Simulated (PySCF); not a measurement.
C₅H₈S, SMILES C#C[C@H](C)SC. Geometry: PBE-D3(BJ)/def2-SVP. The structure was generated by enumeration; whether it is a known compound was not checked. The values are those of a single conformer.

Computed equilibrium geometry at PBE-D3(BJ)/def2-SVP (PySCF confirms it by a frequency run) as bond lengths and angles (one conformer of several):
Atoms: C1 C2 C3 C4 S5 C6 H7 H8 H9 H10 H11 H12 H13 H14. Bonds (Å): C1–C2 1.224, C1–H7 1.081, C2–C3 1.459, C3–C4 1.536, C3–S5 1.860, C3–H8 1.112, C4–H9 1.109, C4–H10 1.107, C4–H11 1.108, S5–C6 1.817, C6–H12 1.109, C6–H13 1.107, C6–H14 1.108. Bond angles (°): C2–C1–H7 178.8, C1–C2–C3 177.6, C2–C3–C4 112.9, C2–C3–S5 110.9, C2–C3–H8 108.7, C4–C3–S5 112.9, C4–C3–H8 109.2, S5–C3–H8 101.5, C3–C4–H9 110.5, C3–C4–H10 109.9, C3–C4–H11 110.9, H9–C4–H10 109.1, H9–C4–H11 107.6, H10–C4–H11 108.7, C3–S5–C6 100.8, S5–C6–H12 110.7, S5–C6–H13 106.0, S5–C6–H14 112.5, H12–C6–H13 108.9, H12–C6–H14 110.0, H13–C6–H14 108.6.
Charge 0, spin multiplicity 1.
